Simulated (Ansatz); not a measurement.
Program: Ansatz. Geometries: PBE0-D4/def2-TZVP. ΔE: electronic, gas phase. CBS: MP2 limit from def2 TZ/QZ plus the TZ coupled-cluster correction, frozen cores. This one scheme is used for every species. Functionals use def2-TZVPP. One conformer a species, not always the lowest.

Consider the cleavage of the Si–B bond: `NB[SiH2][SiH3]` + `[CH3][AlH][OH]` → `[CH3][AlH][O][SiH2][SiH3]` + `BN`.

Task: Is it downhill or uphill in electronic energy at CCSD(T)/CBS, and by how much? (An estimate is asked.)

Result: The calculation gave: Downhill: ΔE = -111.9 kJ/mol.

Task: What do these levels give: r2SCAN-D4, ωB97M-V, r2SCAN, HF/def2-TZVPP, MP2/def2-TZVPP, CCSD/def2-TZVPP? (Estimate.)

Result: The calculation gave: r2SCAN-D4 -106.8, ωB97M-V -113.6, r2SCAN -105.7, HF/def2-TZVPP -139.2, MP2/def2-TZVPP -116.3, CCSD/def2-TZVPP -115.0 kJ/mol.

Largest T1 diagnostic among the species: 0.014.

The D4 term adds −4.6 kJ/mol with B3LYP and −3.0 kJ/mol with PBE0; it sums over pairs of atoms, weighted by their polarisabilities, and B3LYP, whose exchange is more repulsive, gets the larger term. From PBE to PBE0 (25 % exact exchange), in def2-TZVPP and without D4, ΔE moves by −8.7 kJ/mol. In def2-TZVPP, CCSD(T) changes the Hartree–Fock value by +28.0 kJ/mol (the triples alone add +3.7 kJ/mol) and MP2 by +23.0 kJ/mol.

B3LYP here is the variant with VWN-RPA as its local correlation; programs differ in this.
